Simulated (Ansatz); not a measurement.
Ansatz results at the PBE0-D4/def2-TZVP geometry: size of the dipole moment (PBE/def2-TZVPP) 2.02 D; LUMO energy (PBE0/def2-TZVPP) -4.97 eV; ideal-gas entropy at 298 K and 1 bar (rigid rotor, harmonic PBE0-D4/def2-TZVP) 446 J/(mol·K).

Each molecule was computed in one conformer, which needn't be the lowest.

Question: Which molecule gave them?
A. `[OH][W]([OH])([OH])([OH])([OH])[F]`
B. `[CH3][W](=[O])(=[O])[OH]`
C. `[OH][W]([Cl])([Cl])([Cl])([Cl])[Cl]`
D. `[O]=[W]([OH])(=[S])[Cl]`

Answer: C. The others give `[CH3][W](=[O])(=[O])[OH]`: 3.51, -1.88, 355; `[O]=[W]([OH])(=[S])[Cl]`: 2.85, -2.78, 357; `[OH][W]([OH])([OH])([OH])([OH])[F]`: 1.46, -2.50, 405.
